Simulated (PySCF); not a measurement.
Below is a simulated gas-phase C 1s photoelectron spectrum of `C=C(OC)[SiH2]F`.

Every computed line was given a Gaussian of 0.6 eV full width at half maximum and an area set by the number of equivalent atoms; the highest printed point is 100. Method used: delta-SCF UKS SCAN, pcX-2 on the ionised atom, pcseg-1 elsewhere, spin-free X2C (PySCF 2.14.0).

| binding energy (eV) | intensity |
| --- | --- |
| 289.1 | 0 |
| 289.2 | 2 |
| 289.3 | 4 |
| 289.4 | 11 |
| 289.5 | 23 |
| 289.6 | 41 |
| 289.7 | 65 |
| 289.8 | 86 |
| 289.9 | 98 |
| 290.0 | 96 |
| 290.1 | 81 |
| 290.2 | 58 |
| 290.3 | 36 |
| 290.4 | 19 |
| 290.5 | 9 |
| 290.6 | 3 |
| 290.7 | 1 |
| 290.8 | 1 |
| 290.9 | 1 |
| 291.0 | 2 |
| 291.1 | 7 |
| 291.2 | 15 |
| 291.3 | 30 |
| 291.4 | 51 |
| 291.5 | 75 |
| 291.6 | 93 |
| 291.7 | 100 |
| 291.8 | 93 |
| 291.9 | 77 |
| 292.0 | 61 |
| 292.1 | 53 |
| 292.2 | 59 |
| 292.3 | 74 |
| 292.4 | 91 |
| 292.5 | 100 |
| 292.6 | 95 |
| 292.7 | 78 |
| 292.8 | 55 |
| 292.9 | 33 |
| 293.0 | 17 |
| 293.1 | 7 |
| 293.2 | 3 |
| 293.3 | 1 |
| 293.4 | 0 |

Task: How many maxima does the curve show, and how many computed lines lie under it?

Result: The curve has 3 maxima (at 289.9, 291.7 and 292.5 eV). Under it lie 3 lines from 3 inequivalent carbon sites.

Task: Decompose the envelope and assign each component. Numbering: `[CH2:1]=[C:2]([O:3][CH3:4])[SiH2:5][F:6]`.

Result: 
```tsv
position (eV)	relative area	line	atoms	environment
289.94	1	C 1s	C1	terminal =CH2 carbon
291.69	1	C 1s	C2	vinylic carbon bearing oxygen
292.52	1	C 1s	C4	methoxy carbon
```

Lowest listed C 1s: C1, bonded to C (double bond) and 2 H. Highest, 2.58 eV above it: C4, bonded to O and 3 H. The widest gap between neighbouring values is 1.75 eV, between 289.94 and 291.69 eV.

No satellites, vibrations or lifetime broadening are included. Geometry: GFN2-xTB, one conformer, isolated molecule.

The values belong to the conformer `[CH2:1]=[C:2]([O:3][CH3:4])[SiH2:5][F:6]`: C1–C2–O3–C4 0°, C1–C2–Si5–F6 0°.
